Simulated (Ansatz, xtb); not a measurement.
F2H6Si3: which of two isomers lies lower

We compare X, `F[SiH](F)[SiH2][SiH3]`, a singlet, with Y, `F[SiH2][SiH2][SiH2]F`, a singlet. Both are isolated molecules in the gas phase, relaxed with B3LYP-D3(BJ)/def2-SVP; each stands in its lowest conformer found.

**Question.** Which of the two would you expect CCSD(T)/def2-SVP + ΔMP2/def2-TZVPP electronic energies to favour?

**Answer.** Structure X; the calculation gives E(Y) − E(X) = +7.9 kcal/mol.

Level by level:

```csv
level,geometry,E(Y) − E(X) (kcal/mol),departure from the last row (kcal/mol),"job, with rough time for the two"
B3LYP-D3(BJ)/def2-SVP,B3LYP-D3(BJ)/def2-SVP,+6.8,−1.1,"optimisation, 100 s"
HF/def2-SVP,B3LYP-D3(BJ)/def2-SVP,+6.5,−1.4,part of the CCSD(T) run
MP2/def2-SVP,B3LYP-D3(BJ)/def2-SVP,+7.6,−0.3,part of the CCSD(T) run
CCSD(T)/def2-SVP,B3LYP-D3(BJ)/def2-SVP,+7.5,−0.4,single point
CCSD(T)/def2-SVP + ΔMP2/def2-TZVPP,B3LYP-D3(BJ)/def2-SVP,+7.9,,"single point, 51 s"
```

As drawn, both hold the same kinds of bond in the same numbers.

The levels shown agree on the order. The largest departure from CCSD(T)/def2-SVP + ΔMP2/def2-TZVPP is that of HF/def2-SVP, 1.4 kcal/mol. A small imaginary or near-zero mode remains, so no thermal terms are given. Levels run at GFN2-xTB geometries aren't shown. The last row adds to CCSD(T) the change of the MP2 difference between the two basis sets, here +0.4 kcal/mol.

The correlated steps freeze 17 core orbitals. Codes used: Ansatz 0.2.0; the last row on 2 threads of AMD EPYC 7R43 64-Core Processor (Zen 3) on a shared host.
